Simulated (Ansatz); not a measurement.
`O[Si]1(O)CO1`, 9 atoms. Charge 0, multiplicity 1. All runs use 2 threads of an Arm Neoverse V1 on a shared host. Correlated methods freeze the cores.

(1) How many basis functions does each run have, and how long does it take in Ansatz? RKS PBE-QIDH (frozen core)/def2-TZVPP energy; RKS revPBE-D4/def2-TZVPP energy; RKS SPW92 (LDA)/def2-TZVPP energy; RKS PBE0-D4/def2-QZVPP energy; RHF-CCSD(T)/def2-SVP energy; RKS BLYP-D4/def2-TZVPP energy; RKS ωB97M-V/def2-SVP energy; RHF-MP2/def2-QZVPP energy; RKS PBE0-D4/def2-SVP energy; direct RPA on PBE orbitals/def2-TZVPP energy; RKS PBE0-D4/def2-TZVP relaxation (7 steps); RKS PBE0-D4/def2-TZVP frequencies. (Best estimate.)

Answers

(1) Ansatz gave: Other jobs shared the machine, so times are rough.

| level | job | functions | wall time | peak host memory (GiB) |
| --- | --- | --- | --- | --- |
| RKS PBE0-D4/def2-SVP | energy | 94 | 1.4 s | 0.41 |
| RKS SPW92 (LDA)/def2-TZVPP | energy | 222 | 1.7 s | 0.25 |
| RKS revPBE-D4/def2-TZVPP | energy | 222 | 3 s | 0.26 |
| RKS BLYP-D4/def2-TZVPP | energy | 222 | 3.3 s | 0.26 |
| RKS ωB97M-V/def2-SVP | energy | 94 | 6 s | 0.41 |
| RHF-CCSD(T)/def2-SVP | energy | 94 | 6.5 s | 0.41 |
| direct RPA on PBE orbitals/def2-TZVPP | energy | 222 | 8 s | 0.46 |
| RKS PBE-QIDH (frozen core)/def2-TZVPP | energy | 222 | 8 s | 0.52 |
| RKS PBE0-D4/def2-QZVPP | energy | 418 | 12 s | 1.1 |
| RHF-MP2/def2-QZVPP | energy | 418 | 28 s | 2.1 |
| RKS PBE0-D4/def2-TZVP | relaxation (7 steps) | 185 | 37 s | 0.41 |
| RKS PBE0-D4/def2-TZVP | frequencies | 185 | 3 min | 0.42 |
